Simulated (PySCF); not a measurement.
Species: C₇H₆N₂Se.
SMILES with atom numbers: `[N:1]#[C:2][C:3]1=[CH:4][Se:5][CH2:6][C@@H:7]([C:8]#[N:9])[CH2:10]1` (hydrogens: H11 on C4; H12, H13 on C6; H14 on C7; H15, H16 on C10)

Cartesian coordinates in Å at the PBE0-D3(BJ)/def2-SVP level; atoms count from 1:
```
atom  x, y, z in Å
N1     3.5686   -1.3428    0.0432
C2     2.5689   -0.7743   -0.1153
C3     1.3198   -0.1080   -0.3059
C4     1.3333    1.2135   -0.5901
Se5   -0.1406    2.3099   -0.9156
C6    -1.5027    0.9196   -0.8537
C7    -1.1713   -0.1516    0.1881
C8    -2.3163   -1.0480    0.3418
N9    -3.2277   -1.7538    0.4422
C10    0.0835   -0.9595   -0.1649
H11    2.2862    1.7469   -0.6407
H12   -2.4414    1.4336   -0.6061
H13   -1.6074    0.4719   -1.8521
H14   -1.0131    0.3415    1.1632
H15    0.2567   -1.7142    0.6166
H16   -0.0918   -1.5255   -1.0963
```

Computed with PySCF at wB97X-D/def2-SVPD, non-relativistic, on one gas-phase PBE0-D3(BJ)/def2-SVP geometry that isn't relaxed in the solvent. The solvent is an IEF-PCM continuum (van der Waals radii × 1.2). The model holds no explicit solvent molecules, cavitation or dispersion. Spin–orbit coupling is left out although an atom past zinc is present.

Gas phase at wB97X-D/def2-SVPD: HOMO -8.76 eV, LUMO -0.14 eV, dipole 4.19 D.

Question: What does the continuum do to the energy, the frontier levels and the dipole at wB97X-D/def2-SVPD in cyclohexane and acetonitrile?

Answer: 
| solvent | ε | E(solvent) − E(gas) (kJ/mol) | polarisation term (kJ/mol) | distortion of the solute (kJ/mol) | HOMO (eV) | LUMO (eV) | dipole (D) |
| --- | --- | --- | --- | --- | --- | --- | --- |
| cyclohexane | 2.017 | -22.27 | -24.31 | 2.04 | -8.56 | 0.03 | 4.79 |
| acetonitrile | 35.69 | -55.54 | -68.51 | 12.97 | -8.32 | 0.23 | 5.70 |

The first energy column is the sum of the next two and covers electrostatics alone. From cyclohexane to acetonitrile the lowering changes by a factor 2.49, Onsager's factor (ε − 1)/(2ε + 1) by 2.37 and ε itself by 17.7.

Question: Which radius a makes the point-dipole formula ΔE = −[(ε − 1)/(2ε + 1)]·μ²/a³ give the value in acetonitrile, with the gas-phase dipole?

Answer: μ = 1.649 au and |ΔE| = 0.02115 Eh give a = 2.09 Å; the farthest nucleus lies 3.93 Å from the centroid of the nuclei, so such a sphere wouldn't even hold the nuclei. The formula assumes a rigid point dipole at the centre of a sphere.

Question: Give the dipole vector in the frame of the coordinates (D, pointing from negative to positive charge), gas and acetonitrile.

Answer: Gas (-1.29, 3.83, -1.09), solvent (-1.91, 5.18, -1.42). Its length changes by +36 % and its direction by 2°.

Question: How does the static polarisability (wB97X-D/def2-SVPD, frozen core, with the continuum's full static response) change?

Answer: 
| medium | isotropic (au) | principal values (au) | ⟨r²⟩ of the electrons (bohr²) |
| --- | --- | --- | --- |
| gas | 117.0 | 76.9, 127.0, 147.2 | 2144.5 |
| cyclohexane | 134.0 | 86.8, 144.0, 171.1 | 2147.5 |
| acetonitrile | 166.7 | 111.8, 172.7, 215.4 | 2152.3 |

The isotropic value in acetonitrile is 1.42 times the gas-phase one; no cavity-field correction is applied. ⟨r²⟩ is taken about the centre of nuclear charge.

The pairwise dispersion term of wB97X-D wasn't added to the energies; at a given geometry it leaves orbitals and properties as they are.
